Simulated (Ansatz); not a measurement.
This Ansatz (an electronic-structure program) input (wB97M-V/6-311++G(2d,2p)) gives -0.49433 Eh with 10 basis functions. A basis named .json is the Basis Set Exchange file of that set (core-valence sets with the plain set on hydrogen).

Ansatz 0.2 input:
```yaml
crystal:
  periodic: [false, false, false]
  atoms:
    - {symbol: H, position_ang: [0.00000000, 0.00000000, 0.00000000]}
basis:
  gaussian:
    orbitals: 6-311++G_2d_2p_.json
hamiltonian:
  xc: {name: wB97M-V}
magnetization: {spin_polarized: true, initial_magnetization: 1}
scf: {lower_state_search: full}
```

Change:
```diff
- orbitals: 6-311++G_2d_2p_.json
+ orbitals: 6-31G
```

### Question
What does the run give now?

### Answer
-0.49108 Eh (wB97M-V/6-31G, 2 functions), a change of +3.25 mEh.
